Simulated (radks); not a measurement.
Problem. Numerical settings for the silicon ion Si+, [Ne] 3s2 3p1. All-electron calculation, non-relativistic Kohn-Sham, PBEsol, spin-polarised, spherical densities, point nucleus; open shells are filled with parallel spins first. Program: a radial shooting solver on a logarithmic mesh with Libxc functionals. The defaults (mesh step 0.008 in ln r, mesh end at 40 bohr or more with all orbitals vanishing there, Anderson mixing 0.5 over 9 steps, residual threshold near 1e-9 with the energy settled to 1e-9 hartree or 1e-11 of itself, here a cap of 60 iterations) give E = -288.3934 hartree and 3p at -12.089 eV in 14 iterations. Run on one thread of a shared host, so times are rough (Intel(R) Xeon(R) Platinum 8559C): 0.09 s of CPU time, 0.09 s wall, 14 iterations on 2476 mesh points. One setting is changed at a time: mesh step in ln r 0.2; mesh step in ln r 0.012; mesh step in ln r 0.005; mesh end (bohr) 3; mesh end (bohr) 5; residual threshold 1e-16; residual threshold 0.001; mixing 0.01; linear mixing, mixing 1; linear mixing, mixing 0.5; mixing history 2; iteration cap 2. Which runs fail to converge, and which converge to a wrong energy?

Solution. Not converged within the cap: mesh step in ln r 0.2; residual threshold 1e-16; iteration cap 2. Settled on a wrong energy, with an occupied level pushed above zero by the early mesh end: mesh end (bohr) 3 (+0.79 hartree). Apart from these: settings that end as converged yet miss the energy by more than 1 mhartree: mesh end (bohr) 5 (+0.0307 hartree).
